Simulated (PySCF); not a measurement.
SiH3Br, SMILES [SiH3]Br.

Geometry optimised at B3LYP-D3(BJ)/def2-TZVP.

Level of theory: M06-2X/def2-TZVPD run with PySCF.

The molecule is in vacuum.

| Item | Result |
|---|---|
| total energy | -2865.50677 hartree |
| point group | C3v |
| highest occupied level | -9.65 eV |
| lowest empty level | 0.05 eV |
| orbital gap | 9.70 eV |
| dipole moment | 1.53 D |
| quadrupole, principal values (traceless, Buckingham form, about the centre of nuclear charge) | -1.36, -1.36, 2.72 D·Å |
| mean static polarisability | 49.9 bohr³ (7.39 Å³) |
| polarisability, principal values | 44.5, 44.5, 60.7 bohr³ |
